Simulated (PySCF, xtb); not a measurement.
B2H6O4Si, SMILES OB([SiH2]B(O)O)O.

xtb with GFN2-xTB at its own geometry gives an orbital gap of 3.49 eV and a dipole moment of 2.57 D.

Geometry: B3LYP-D3(BJ)/def2-SVP. This is a generated structure with no PubChem entry under its InChIKey; it may be hypothetical. Other conformers were not sampled.

Task: What does PBE/def2-TZVP (PySCF) give? (An estimate is asked for; the answer gives what the named calculation found.)

Result: gap 5.08 eV (levels -6.47 and -1.39 eV), dipole 2.34 D.
